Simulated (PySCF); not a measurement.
**Spinor energies of Zn(2+) (zinc, charge +2)**

Start: [Ar] 3d9 4p1; 3d3/2 filled at m_j = -3/2, -1/2, +1/2, +3/2; 3d5/2 filled at m_j = -3/2, -1/2, +1/2, +3/2, +5/2; 4p3/2 filled at m_j = +3/2. Calculated with PySCF 2.14 in x2c-SVPall-2c with one added diffuse shell each of s, d type (6s5p4d1f, 48 functions): generalised Hartree-Fock with the X2C-1e Hamiltonian and a Gaussian nucleus; one run each with spin-orbit coupling (SO) switched off, then screened by Boettger's factors. This is a chosen level, not necessarily the ground level.

```csv
spinor shell,electrons,"ε, spin-free (eV)","ε, screened SO (eV)",weight of nominal j (screened SO),"rms radius, screened SO (bohr)"
1s1/2,2,-9760.1,-9760.0,1.000,0.0581
2s1/2,2,-1266.4,-1266.4,1.000,0.245
2p1/2,2,-1098.3,-1115.0,0.999,0.217
2p3/2,4,-1098.3,-1090.1,1.000,0.220
3s1/2,2,-189.31,-189.30,1.000,0.730
3p1/2,2,-136.82,-140.22,0.955,0.769
3d3/2,4,-52.539,-53.228,0.824,0.912
3d5/2,5,-52.539,-51.997,0.859,0.923
4p3/2,1,-21.198,-21.153,1.000,2.83
```

(1) Where does 3p3/2 lie, and what is the 3p spin-orbit splitting (screened SO)?

```tsv
quantity	spin-free	screened SO
E (hartree)	-1792.44997	-1792.49324
M_J	4	4
⟨J²⟩	20.003	20.003
⟨L²⟩	12.003	12.004
⟨S²⟩	2.000	2.002
```

Each row is a mean over spinors that exchange with the open shell spreads, by up to 8.229 eV (3p3/2).

Rows whose weight is well below 1 are mixtures of j = l ± 1/2: exchange outweighs spin-orbit coupling there, and the label is only the starting occupation.

Without spin-orbit coupling the j labels of p, d and f shells carry no meaning; the spin-free column gives the mean over the occupied spinors of each nl shell.

Answers

(1) At -135.13 eV, 5.089 eV above 3p1/2.
